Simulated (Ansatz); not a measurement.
One geometry of CrMe2 (C₂H₆Cr), several levels of theory.

```yaml
crystal:
  periodic: [false, false, false]
  atoms:
    - {symbol: Cr, position_ang: [0.955339, -0.504166, 0.001169]}
    - {symbol: C, position_ang: [0.000850, 0.008339, 1.700764]}
    - {symbol: H, position_ang: [-0.130622, 1.098945, 1.775056]}
    - {symbol: H, position_ang: [0.640309, -0.333870, 2.538158]}
    - {symbol: H, position_ang: [-0.979568, -0.486933, 1.775511]}
    - {symbol: C, position_ang: [-0.002844, -0.006531, -1.700763]}
    - {symbol: H, position_ang: [-0.986692, -0.496413, -1.765449]}
    - {symbol: H, position_ang: [0.630921, -0.363248, -2.536443]}
    - {symbol: H, position_ang: [-0.127694, 1.083887, -1.787992]}
basis:
  gaussian: {orbitals: def2-TZVP, initial_orbitals: start.molden}
magnetization: {spin_polarized: true, initial_magnetization: 4}
hamiltonian: {xc: hse06, dispersion: d4}
scf: {omitted_lower_state_checks: [starts]}
output: {orbitals: {seedname: orbitals}}
```

The file start.molden holds the orbitals of an earlier run on this structure, at another level or in another basis.

```sh
$ ansatz run in.yaml --threads 2 --pin off --events-out ev --progress --plain --max-ram 4352MiB
```

Shortened log:

```
Functional definition: HSE06
1113 factors; their error is unknown
91 factors; integrals over basis functions are off by at most 2.7e-6 eV
mean field evaluation 1: about -30584.0803 eV, gradient 2.8e-1 eV
mean field evaluation 2: about -30584.2272 eV, gradient 1.6e-1 eV
mean field evaluation 4: about -30584.2273 eV, gradient 3.4e-4 eV
mean field -30584.22730531 eV, -1123.9496227362 hartree, gradient 9.6e-6 eV, S^2 6.110146; 0 other end points of the search recorded, 0 dependent functions left out
reference -30584.22736123 eV, -1123.9496247912 hartree; 23, 19 occupied and 120, 124 virtual orbitals, 1113 factors
Total energy: -30584.33891314 eV, -1123.9537242484 hartree
Checks for a lower state left out: starts
```

It took 3.8 s on 2 threads of Intel Xeon 6975P-C on a shared host.

The first input with `correlation: {method: ccsd_t}`, `scf: {omitted_lower_state_checks: [starts, cluster_reference]}` and without the key `hamiltonian` (abridged; 51 s):

```
Functional definition: HF
mean field -30545.46771837 eV, -1122.5252341886 hartree, gradient 9.5e-6 eV, S^2 6.069691
7 core orbitals not correlated: weight in the atoms' cores, before any rotation towards them, 1.000 or more for the frozen orbitals, at most 0.000 for the correlated occupied ones
second order -19.62030707 eV of doubles, -0.00000000 eV of singles
cycle   1  -19.97397601 eV  change   -3.5e-1 eV  update   1.3e-1
cycle   2  -20.55623099 eV  change   -5.8e-1 eV  update   4.3e-2
cycle   3  -20.73797140 eV  change   -1.8e-1 eV  update   3.9e-2
cycle   4  -20.76854192 eV  change   -3.1e-2 eV  update   2.2e-2
cycle   5  -20.77390268 eV  change   -5.4e-3 eV  update   1.2e-2
cycle   6  -20.78327816 eV  change   -9.4e-3 eV  update   4.7e-3
cycle   7  -20.78581919 eV  change   -2.5e-3 eV  update   2.3e-3
cycle   8  -20.78709694 eV  change   -1.3e-3 eV  update   1.2e-3
cycle   9  -20.78684841 eV  change    2.5e-4 eV  update   5.6e-4
cycle  10  -20.78638613 eV  change    4.6e-4 eV  update   2.9e-4
cycle  11  -20.78658696 eV  change   -2.0e-4 eV  update   1.5e-4
cycle  12  -20.78664413 eV  change   -5.7e-5 eV  update   6.0e-5
cycle  13  -20.78663761 eV  change    6.5e-6 eV  update   2.6e-5
perturbative correction -0.76325211 eV, -0.0280489978 hartree
Total energy: -30567.01760810 eV, -1123.3171780289 hartree
Checks for a lower state left out: starts, cluster_reference
```

First input, but with `gaussian: {orbitals: "def2-QZVPP.json", initial_orbitals: start.molden}`, `hamiltonian: {xc: pbe0, dispersion: d4}` (abridged; 19 s):

```
Functional definition: PBE0
mean field -30585.44447307 eV, -1123.9943528265 hartree, gradient 1.7e-5 eV, S^2 6.104218
Total energy: -30585.56414910 eV, -1123.9987508394 hartree
Checks for a lower state left out: starts
```

The first input with `hamiltonian: {xc: {name: BHLYP}, dispersion: d4}` (abridged; 4.7 s):

```
Functional definition: BHLYP
mean field -30590.49786026 eV, -1124.1800613802 hartree, gradient 6.2e-5 eV, S^2 6.084436
Total energy: -30590.67718236 eV, -1124.1866513460 hartree
Checks for a lower state left out: starts
```

First input, but with `gaussian: {orbitals: def2-SVP, initial_orbitals: start.molden}`, `hamiltonian: {xc: pbe, dispersion: d4}` (abridged; 2.7 s):

```
Functional definition: PBE
mean field -30577.32252879 eV, -1123.6958768795 hartree, gradient 1.1e-5 eV, S^2 6.081898
Total energy: -30577.46514082 eV, -1123.7011177748 hartree
Checks for a lower state left out: starts
```

As the first input, with `hamiltonian: {xc: {name: B97M-V}}` (abridged; 9 s):

```
Functional definition: B97M-V
mean field -30586.45882276 eV, -1124.0316294900 hartree, gradient 4.3e-5 eV, S^2 6.113825
Total energy: -30586.45890638 eV, -1124.0316325630 hartree
Checks for a lower state left out: starts
```

As the first input, with `hamiltonian: {xc: pbe, dispersion: d4}` (abridged; 3.3 s):

```
Functional definition: PBE
mean field -30583.82720682 eV, -1123.9349193880 hartree, gradient 4.3e-5 eV, S^2 6.078612
Total energy: -30583.96980824 eV, -1123.9401598935 hartree
Checks for a lower state left out: starts
```

Geometry: PBE-D4/def2-TZVP.

HSE06 is defined as in plane-wave codes, on full-range PBE exchange. Correlated methods freeze 7 core orbitals; core or outer-core shells of Cr are correlated, in sets that lack core-valence functions.
